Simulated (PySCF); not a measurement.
Si(Br)(Me)(OH)2 (CH5BrO2Si), SMILES C[Si](O)(O)Br. Atoms are numbered in the order given.

```xyz
10

C      2.2108    -0.0148    -0.5388
Si     0.3826     0.2537    -0.7202
O     -0.3120    -0.6350    -1.9565
O      0.1579     1.8806    -0.9942
Br    -0.6708    -0.4010     1.1801
H      2.6195     0.6392     0.2561
H      2.7218     0.2273    -1.4926
H      2.4275    -1.0686    -0.2772
H     -0.9244    -1.3279    -1.6539
H     -0.7551     2.1383    -1.2134
```

Coordinates come from a PBE-D3(BJ)/def2-SVP optimisation. The structure was generated by enumeration, and PubChem lists no compound with its InChIKey, so it may never have been made. The values are those of a single conformer.

All values below come from PySCF with PBE-D3(BJ)/def2-SVP.

Frequencies are harmonic and unscaled.

Computed harmonic wavenumbers and intensities:
```json
[
 {"mode": "1", "ν (cm⁻¹)": "86", "IR (km/mol)": "46.4", "moving atoms (share of kinetic energy)": "H 44 %, O 37 %, C 14 %"},
 {"mode": "2", "ν (cm⁻¹)": "128", "IR (km/mol)": "1.7", "moving atoms (share of kinetic energy)": "H 96 %"},
 {"mode": "3", "ν (cm⁻¹)": "179", "IR (km/mol)": "11.3", "moving atoms (share of kinetic energy)": "O 59 %, H 22 %, Br 8 %"},
 {"mode": "4", "ν (cm⁻¹)": "182", "IR (km/mol)": "48.0", "moving atoms (share of kinetic energy)": "H 57 %, C 23 %, Br 9 %"},
 {"mode": "5", "ν (cm⁻¹)": "228", "IR (km/mol)": "17.5", "moving atoms (share of kinetic energy)": "H 34 %, O 34 %, Br 22 %"},
 {"mode": "6", "ν (cm⁻¹)": "242", "IR (km/mol)": "9.1", "moving atoms (share of kinetic energy)": "O 32 %, H 31 %, Si 18 %, C 14 %"},
 {"mode": "7", "ν (cm⁻¹)": "271", "IR (km/mol)": "43.8", "moving atoms (share of kinetic energy)": "H 46 %, O 32 %, Si 12 %"},
 {"mode": "8", "ν (cm⁻¹)": "341", "IR (km/mol)": "28.1", "moving atoms (share of kinetic energy)": "H 42 %, O 34 %, Si 13 %"},
 {"mode": "9", "ν (cm⁻¹)": "404", "IR (km/mol)": "101.0", "moving atoms (share of kinetic energy)": "Si 50 %, O 19 %, H 14 %, Br 13 %"},
 {"mode": "10", "ν (cm⁻¹)": "686", "IR (km/mol)": "41.2", "moving atoms (share of kinetic energy)": "C 41 %, H 23 %, Si 20 %, O 16 %"},
 {"mode": "11", "ν (cm⁻¹)": "736", "IR (km/mol)": "53.7", "moving atoms (share of kinetic energy)": "H 71 %, O 15 %, C 13 %"},
 {"mode": "12", "ν (cm⁻¹)": "751", "IR (km/mol)": "30.6", "moving atoms (share of kinetic energy)": "H 65 %, O 20 %, C 15 %"},
 {"mode": "13", "ν (cm⁻¹)": "805", "IR (km/mol)": "162.2", "moving atoms (share of kinetic energy)": "H 68 %, O 20 %"},
 {"mode": "14", "ν (cm⁻¹)": "820", "IR (km/mol)": "314.6", "moving atoms (share of kinetic energy)": "H 57 %, O 19 %, Si 15 %, C 9 %"},
 {"mode": "15", "ν (cm⁻¹)": "895", "IR (km/mol)": "87.0", "moving atoms (share of kinetic energy)": "H 41 %, Si 34 %, O 22 %"},
 {"mode": "16", "ν (cm⁻¹)": "940", "IR (km/mol)": "127.7", "moving atoms (share of kinetic energy)": "Si 47 %, O 38 %, H 14 %"},
 {"mode": "17", "ν (cm⁻¹)": "1225", "IR (km/mol)": "32.3", "moving atoms (share of kinetic energy)": "H 76 %, C 23 %"},
 {"mode": "18", "ν (cm⁻¹)": "1374", "IR (km/mol)": "5.3", "moving atoms (share of kinetic energy)": "H 96 %"},
 {"mode": "19", "ν (cm⁻¹)": "1376", "IR (km/mol)": "2.2", "moving atoms (share of kinetic energy)": "H 96 %"},
 {"mode": "20", "ν (cm⁻¹)": "2987", "IR (km/mol)": "0.1", "moving atoms (share of kinetic energy)": "H 97 %"},
 {"mode": "21", "ν (cm⁻¹)": "3090", "IR (km/mol)": "0.7", "moving atoms (share of kinetic energy)": "H 91 %, C 9 %"},
 {"mode": "22", "ν (cm⁻¹)": "3100", "IR (km/mol)": "0.5", "moving atoms (share of kinetic energy)": "H 91 %, C 9 %"},
 {"mode": "23", "ν (cm⁻¹)": "3761", "IR (km/mol)": "82.3", "moving atoms (share of kinetic energy)": "H 94 %"},
 {"mode": "24", "ν (cm⁻¹)": "3767", "IR (km/mol)": "80.3", "moving atoms (share of kinetic energy)": "H 94 %"}
]
```
